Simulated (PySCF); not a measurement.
imidazole (C3H4N2), SMILES c1c[nH]cn1. Atoms are numbered in the order given.

```xyz
9

C      0.2469    -1.1419     0.0000
C     -1.0038    -0.5711     0.0000
N     -0.7754     0.7808     0.0000
C      0.5723     0.9642     0.0000
N      1.2144    -0.1767     0.0000
H      0.4945    -2.2028     0.0000
H     -2.0050    -0.9941     0.0000
H     -1.4806     1.5054     0.0000
H      1.0256     1.9558     0.0000
```
Charge 0, spin multiplicity 1.

Coordinates come from a PBE0-D3(BJ)/def2-SVP optimisation.

The numbers are results of KT2/pcSseg-1 in PySCF, not measurements.

GIAO shieldings, no solvent; atoms alike by connectivity are averaged. δ = σ(ref) − σ: ¹³C against TMS (σ = 185.1 ppm); ¹⁵N against NH3 (σ = 266.2 ppm); ¹H against TMS (σ = 31.47 ppm), references at their B3LYP-D3(BJ)/def2-TZVP geometries, non-relativistic.

Computed chemical shifts:
| nucleus | atoms | count | δ (ppm) |
|---|---|---|---|
| ¹³C | C4 | 1 | 127.1 |
| ¹³C | C1 | 1 | 126.3 |
| ¹³C | C2 | 1 | 110.3 |
| ¹⁵N | N5 | 1 | 282.4 |
| ¹⁵N | N3 | 1 | 172.9 |
| ¹H | H8 | 1 | 8.30 |
| ¹H | H9 | 1 | 7.50 |
| ¹H | H6 | 1 | 7.37 |
| ¹H | H7 | 1 | 7.12 |
